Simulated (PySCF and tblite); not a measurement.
The numbers below are computed, except where a source is named.
C₅H₆O₂, numbered as in [CH2:1]=[CH:2][O:3][C:4](=[O:5])[CH:6]=[CH2:7].

The ensemble was built from 150 distance-geometry starts (ETKDG and KDG, MMFF94s, GFN2-xTB) and rests on PBE0-D3(BJ)/def2-SVP geometries. Free energies are B3LYP-D3(BJ)/def2-TZVP (IEF-PCM, chloroform) single points with GFN2-xTB rigid-rotor and vibrational terms (modes under about 100 cm⁻¹ blended into free rotors). Symmetry numbers and mirror images are counted. Conformers within 3 kcal/mol (GFN2-xTB free energy) were kept, 8 at most. (PySCF 2.14, tblite 0.8.)

Torsions listed: C1–C2–O3–C4, C2–O3–C4–O5, O3–C4–C6–C7.

```csv
conformer,shape,symmetry
1,"1°, 0°, 180°",Cs
2,"179°, -1°, -179°",Cs
3,"180°, 0°, 1°",Cs
4,"0°, 0°, 0°",Cs
```

**Question.** Which of these conformers is the most populated at 298.15 K, and with what share?

**Answer.** Conformer 2, about 62 %. The lead over the next is within the error of the method.

**Question.** Give the DFT energies and free energies relative to the lowest, and all weights.

**Answer.** 
```json
{"conformer": "1", "shape": "1°, 0°, 180°", "E(DFT) kcal/mol": "3.31", "G(298.15 K) kcal/mol": "3.38", "weight %": "0.2"}
{"conformer": "2", "shape": "179°, -1°, -179°", "E(DFT) kcal/mol": "0.00", "G(298.15 K) kcal/mol": "0.00", "weight %": "62.3"}
{"conformer": "3", "shape": "180°, 0°, 1°", "E(DFT) kcal/mol": "0.40", "G(298.15 K) kcal/mol": "0.30", "weight %": "37.4"}
{"conformer": "4", "shape": "0°, 0°, 0°", "E(DFT) kcal/mol": "3.74", "G(298.15 K) kcal/mol": "3.69", "weight %": "0.1"}
```

**Question.** How does its share change from 150 K to 400 K?

**Answer.** From 77 % to 58 %; the mixing entropy goes from 1.08 to 1.49 cal/(mol K).
